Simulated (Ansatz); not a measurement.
Removing an electron: TbCl3. Total charge 0; septet. Geometry: B3LYP-D4/def2-SVP. Ansatz, gas phase; energy differences of separate SCF runs; the oxidised species was run as a octet alone.

| atom | x (Å) | y (Å) | z (Å) |
| --- | --- | --- | --- |
| Tb1 | -0.083 | 0.080 | 0.087 |
| Cl2 | 0.388 | 1.923 | -1.472 |
| Cl3 | 1.566 | -0.477 | 1.824 |
| Cl4 | -1.871 | -1.526 | -0.439 |

In the def2 sets Tb takes a core potential; there is no spin–orbit coupling. With an open 4f shell the SCF may have ended on a state above the lowest. No other spin state of charge 0 was run.

```json
{"level": "PBE-D4/def2-TZVP", "−HOMO (eV)": "6.79", "vertical IE (eV)": "9.89", "−LUMO (eV)": "6.05", "HOMO–LUMO gap (eV)": "0.74"}
{"level": "PBE0-D4/def2-TZVP", "−HOMO (eV)": "9.16", "vertical IE (eV)": "10.94", "−LUMO (eV)": "3.19", "HOMO–LUMO gap (eV)": "5.97"}
{"level": "r2SCAN0-D4/def2-TZVP", "−HOMO (eV)": "9.41", "vertical IE (eV)": "11.06", "−LUMO (eV)": "2.90", "HOMO–LUMO gap (eV)": "6.51"}
```

 At PBE0-D4/def2-TZVP the highest occupied level of the septet has α spin (-9.06 eV), and emptying it gives a sextet, which wasn't run; the ionisation energy to the octet shown is then probably not the lowest one. HOMO and LUMO are the levels of the spin that leaves or enters (xTB has no such levels and no spin-polarisation term). Other spin states of the ions may lie lower, which would lower the ionisation energy or raise the affinity.
